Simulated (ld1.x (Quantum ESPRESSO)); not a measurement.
barium: one change to a TM potential, before and after

ld1.x (Quantum ESPRESSO) 7.5 input, shortened:

```
&input
   title='Ba', zed=56., rel=1, dft='PBESOL', iswitch=3,
   config='[Xe] 5d0 6s2 6p0'
 /
 &inputp
   pseudotype=2, tm=.true., lloc=0,
   nlcc=.false.
 /
3
6P  2  1   0.00   0.00  3.65  3.65  0.0
5D  3  2   0.00   0.00  3.00  3.00  0.0
6S  1  0   2.00   0.00  4.20  4.20  0.0
 &test
   configts(1)='5d0 6s2 6p0'
 /
```

Change: all radii scaled by about 1.37 (s 5.76, p 5.00, d 4.12 bohr).

Cutoffs: the cutoffs (Ry, on a coarse ladder) from which the occupation-weighted sum of valence levels, in a spherical-Bessel basis at the reference potential, stays within 10 and 1 mRy of its value at 400 Ry; they do not see the model core or the augmentation charge, which bear on the density cutoff. Errors are all-electron minus pseudo energies relative to the spin-unpolarised reference configuration.

Problem. Predict the effect on cutoff, ghosts and configuration errors.

Solution. Both files are so soft that the ladder of cutoffs tells neither apart; the bound ghost in p disappears; of the 7 tests that both files solve, the error grows in 1 and shrinks in 6 by more than 15 % and 0.3 meV (median size 82.4 → 25.8 meV).

| quantity | base | changed |
| --- | --- | --- |
| cutoff, loose | 6 Ry | 6 Ry |
| cutoff, tight | 6 Ry | 6 Ry |
| bound ghosts | p | none |
| error for 5d0 6s1 6p0, meV [ΔE 5.38 eV] | -1.5 | -5.2 |
| error for 5d0 6s1.5 6p0, meV [ΔE 2.15 eV] | -1.1 | -0.8 |
| error for 5d0 6s1 6p1, meV [ΔE 2.05 eV] | +24 | -5.7 |
| error for 5d0 6s0 6p1, meV [ΔE 7.98 eV] | +127 | +26 |
| error for 5d1 6s0 6p0, meV [ΔE 6.03 eV] | +248 | +72 |
| error for 5d0.5 6s1.5 6p0, meV [ΔE 0.64 eV] | +82 | +27 |
| error for 5d1 6s1 6p0, meV [ΔE 1.34 eV] | +202 | +93 |

 A true bound ghost makes a file unfit for plane-wave use even where its test errors are small: the radial tests pick states by their node count and pass the ghost by.
